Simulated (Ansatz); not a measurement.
CH5FN2SSi, SMILES `N=C(F)S[SiH2]N`, relaxed with RKS PBE0-D4/def2-TZVP in Ansatz 0.2.0 from a PBE-D4/def2-SVP geometry. The force threshold is 0.005 eV/Å; the program also tests the step.

Charge 0, multiplicity 1.

Start:

```xyz
11

N     0.967    0.990   -2.920
C     0.737    0.751   -1.705
F     1.424    1.348   -0.668
S    -0.496   -0.381   -1.135
Si   -0.212   -0.231    1.056
N    -1.320   -1.293    1.855
H     1.729    1.677   -3.035
H    -0.511    1.171    1.491
H     1.183   -0.662    1.392
H    -2.318   -1.067    1.868
H    -1.181   -2.305    1.800
```

(1) How much energy does the relaxation release, and in how many steps? (Best estimate.)

(2) Which bonds change most? (An estimate is asked.)

(3) Give the relaxed structure. (Estimate.)

Results:

(1) The calculation gave: 1.56 kcal/mol, in 9 steps.

(2) The calculation gave: S4–Si5 from 2.214 to 2.179 Å; Si5–N6 from 1.731 to 1.704 Å; C2–S4 from 1.768 to 1.746 Å; C2–F3 from 1.380 to 1.358 Å.

(3) Computed: 
```xyz
11

N     0.950    0.983   -2.884
C     0.735    0.743   -1.682
F     1.425    1.339   -0.675
S    -0.471   -0.381   -1.109
Si   -0.208   -0.232    1.049
N    -1.320   -1.285    1.797
H     1.692    1.667   -3.010
H    -0.498    1.156    1.469
H     1.167   -0.657    1.390
H    -2.298   -1.052    1.857
H    -1.174   -2.281    1.800
```
